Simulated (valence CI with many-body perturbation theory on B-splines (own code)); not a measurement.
Energy levels of Nd LV

Calculated by relativistic CI+MBPT: four valence electrons over a frozen Dirac-Fock core [He], a basis of 11 s, 11 p, 10 d, 8 f, 5 g, 2 h functions for each j, with the one-electron correlation potential Σ1, the two-electron term Σ2, the three-electron term Σ3, Breit, model QED; selected CI, second order for the rest, scaled by the run's own slope (own B-spline code, finite nucleus).

No measured spectrum was set against this ion. As an estimate, large intervals hold to a few tenths of a per cent, small ones and those within an open d or f shell to about a per cent. Among the levels kept, up to 910 cm⁻¹ of a level comes from second order outside the variational space, and about a tenth of that is noise between levels of different J, which matters for small intervals.

Levels 1 to 45 of 208, with energies above the lowest level, (2s^2 2p1/2^2) J=0. "Leading %" is the weight of the configuration and term that name the level; weights of strongly mixed levels are sums over their largest components and can fall short, so below about 35 % the name and the second component can differ from the true leading terms, or belong to a minority configuration. In the jj column 3d3/2^4 stands for four electrons in 3d with j = 3/2.

| No. | Configuration | Term | J | E (eV) | Leading % | Leading jj | Second component | g |
| --- | --- | --- | --- | --- | --- | --- | --- | --- |
| 1 | 2s2 2p2 | 3P | 0 | 0.0 | 70 | 2s^2 2p1/2^2 (100 %) | 30 % 2s2 2p2 1S |  |
| 2 | 2s2 2p2 | 3P | 1 | 538.4 | 100 | 2s^2 2p1/2 2p3/2 (100 %) |  | 1.480 |
| 3 | 2s2 2p2 | 1D | 2 | 555.2 | 64 | 2s^2 2p1/2 2p3/2 (100 %) | 36 % 2s2 2p2 3P | 1.155 |
| 4 | 2s 2p3 | 3P° | 2 | 755.9 | 47 | 2s 2p1/2^2 2p3/2 (99 %) | 30 % 2s 2p3 5S° | 1.538 |
| 5 | 2s 2p3 | 3D° | 1 | 824.2 | 34 | 2s 2p1/2^2 2p3/2 (99 %) | 28 % 2s 2p3 1P° | 1.098 |
| 6 | 2s2 2p2 | 3P | 2 | 1108.7 | 63 | 2s^2 2p3/2^2 (99 %) | 36 % 2s2 2p2 1D | 1.297 |
| 7 | 2s2 2p2 | 1S | 0 | 1155.6 | 69 | 2s^2 2p3/2^2 (99 %) | 30 % 2s2 2p2 3P |  |
| 8 | 2s 2p3 | 5S° | 2 | 1273.7 | 49 | 2s 2p1/2 2p3/2^2 (99 %) | 47 % 2s 2p3 3D° | 1.550 |
| 9 | 2s 2p3 | 3D° | 3 | 1312.2 | 100 | 2s 2p1/2 2p3/2^2 (100 %) |  | 1.308 |
| 10 | 2s 2p3 | 3P° | 0 | 1356.1 | 100 | 2s 2p1/2 2p3/2^2 (100 %) |  |  |
| 11 | 2s 2p3 | 3S° | 1 | 1373.4 | 49 | 2s 2p1/2 2p3/2^2 (99 %) | 42 % 2s 2p3 3D° | 1.299 |
| 12 | 2s 2p3 | 1D° | 2 | 1383.6 | 73 | 2s 2p1/2 2p3/2^2 (99 %) | 21 % 2s 2p3 3D° | 1.062 |
| 13 | 2s 2p3 | 3P° | 1 | 1386.9 | 58 | 2s 2p1/2 2p3/2^2 (99 %) | 32 % 2s 2p3 1P° | 1.328 |
| 14 | 2p4 | 3P | 2 | 1615.4 | 69 | 2p1/2^2 2p3/2^2 (99 %) | 30 % 2p4 1D | 1.323 |
| 15 | 2p4 | 1S | 0 | 1665.6 | 62 | 2p1/2^2 2p3/2^2 (99 %) | 37 % 2p4 3P |  |
| 16 | 2s 2p3 | 3P° | 2 | 1893.0 | 52 | 2s 2p3/2^3 (99 %) | 16 % 2s 2p3 3D° | 1.422 |
| 17 | 2s 2p3 | 1P° | 1 | 1958.4 | 39 | 2s 2p3/2^3 (99 %) | 25 % 2s 2p3 3S° | 1.183 |
| 18 | 2p4 | 3P | 1 | 2164.8 | 100 | 2p1/2 2p3/2^3 (100 %) |  | 1.480 |
| 19 | 2p4 | 1D | 2 | 2182.1 | 69 | 2p1/2 2p3/2^3 (100 %) | 31 % 2p4 3P | 1.129 |
| 20 | 2p4 | 3P | 0 | 2757.0 | 63 | 2p3/2^4 (100 %) | 37 % 2p4 1S |  |
| 21 | 2s2 2p 3s | 3P° | 0 | 6402.8 | 99 | 2s^2 2p1/2 3s (99 %) |  |  |
| 22 | 2s2 2p 3s | 3P° | 1 | 6405.9 | 67 | 2s^2 2p1/2 3s (99 %) | 32 % 2s2 2p 3s 1P° | 1.316 |
| 23 | 2s2 2p 3p | 3D | 1 | 6468.2 | 73 | 2s^2 2p1/2 3p1/2 (99 %) | 22 % 2s2 2p 3p 1P | 0.647 |
| 24 | 2s2 2p 3p | 3P | 0 | 6502.8 | 68 | 2s^2 2p1/2 3p1/2 (99 %) | 31 % 2s2 2p 3p 1S |  |
| 25 | 2s 2p2 3s | 5P | 1 | 6594.9 | 40 | 2s 2p1/2^2 3s (89 %) | 27 % 2s 2p2 3s 3S | 1.988 |
| 26 | 2s 2p2 3s | 3P | 0 | 6627.8 | 70 | 2s 2p1/2^2 3s (98 %) | 29 % 2s 2p2 3s 1S |  |
| 27 | 2s2 2p 3p | 3D | 2 | 6645.4 | 53 | 2s^2 2p1/2 3p3/2 (99 %) | 30 % 2s2 2p 3p 1D | 1.154 |
| 28 | 2s2 2p 3p | 3P | 1 | 6649.8 | 43 | 2s^2 2p1/2 3p3/2 (90 %) | 27 % 2s2 2p 3p 3S | 1.560 |
| 29 | 2s 2p2 3p | 3P° | 1 | 6668.9 | 32 | 2s 2p1/2^2 3p1/2 (95 %) | 22 % 2s 2p2 3p 5D° | 1.368 |
| 30 | 2s 2p2 3p | 3P° | 0 | 6670.2 | 49 | 2s 2p1/2^2 3p1/2 (98 %) | 46 % 2s 2p2 3p 5D° |  |
| 31 | 2s2 2p 3d | 3F° | 2 | 6697.1 | 74 | 2s^2 2p1/2 3d3/2 (100 %) | 20 % 2s2 2p 3d 1D° | 0.750 |
| 32 | 2s2 2p 3d | 3D° | 1 | 6720.7 | 49 | 2s^2 2p1/2 3d3/2 (96 %) | 30 % 2s2 2p 3d 1P° | 0.850 |
| 33 | 2s2 2p 3d | 3P° | 2 | 6753.2 | 47 | 2s^2 2p1/2 3d5/2 (98 %) | 35 % 2s2 2p 3d 3D° | 1.282 |
| 34 | 2s2 2p 3d | 3F° | 3 | 6756.5 | 47 | 2s^2 2p1/2 3d5/2 (100 %) | 30 % 2s2 2p 3d 1F° | 1.101 |
| 35 | 2s 2p2 3p | 3P° | 2 | 6843.0 | 33 | 2s 2p1/2^2 3p3/2 (97 %) | 21 % 2s 2p2 3p 5P° | 1.522 |
| 36 | 2s 2p2 3p | 3D° | 1 | 6847.6 | 33 | 2s 2p1/2^2 3p3/2 (98 %) | 20 % 2s 2p2 3p 1P° | 1.119 |
| 37 | 2s 2p2 3d | 3D | 1 | 6894.0 | 44 | 2s 2p1/2^2 3d3/2 (99 %) | 39 % 2s 2p2 3d 5F | 0.451 |
| 38 | 2s 2p2 3d | 3D | 2 | 6899.2 | 30 | 2s 2p1/2^2 3d3/2 (96 %) | 20 % 2s 2p2 3d 5F | 1.143 |
| 39 | 2s 2p2 3d | 3D | 3 | 6947.9 | 35 | 2s 2p1/2^2 3d5/2 (99 %) | 19 % 2s 2p2 3d 5D | 1.347 |
| 40 | 2s 2p2 3d | 3F | 2 | 6963.3 | 30 | 2s 2p1/2^2 3d5/2 (96 %) | 23 % 2s 2p2 3d 1D | 1.014 |
| 41 | 2s2 2p 3s | 3P° | 2 | 6971.2 | 98 | 2s^2 2p3/2 3s (98 %) |  | 1.480 |
| 42 | 2s2 2p 3s | 1P° | 1 | 6978.1 | 66 | 2s^2 2p3/2 3s (98 %) | 32 % 2s2 2p 3s 3P° | 1.137 |
| 43 | 2s2 2p 3p | 3P | 1 | 7049.4 | 50 | 2s^2 2p3/2 3p1/2 (96 %) | 26 % 2s2 2p 3p 3S | 1.456 |
| 44 | 2s2 2p 3p | 3D | 2 | 7051.8 | 45 | 2s^2 2p3/2 3p1/2 (97 %) | 32 % 2s2 2p 3p 1D | 1.163 |
| 45 | 2s 2p2 3s | 5P | 2 | 7108.9 | 85 | 2s 2p1/2 2p3/2 3s (98 %) | 8 % 2s 2p2 3s 3P | 1.738 |

The ionisation energy to 2s2 2p 2P°_1/2 of the next ion comes out as 11385 eV (NIST: 11384 ± 5 eV (theoretical)). All 208 levels together are meant to be complete up to 8288.4 eV.
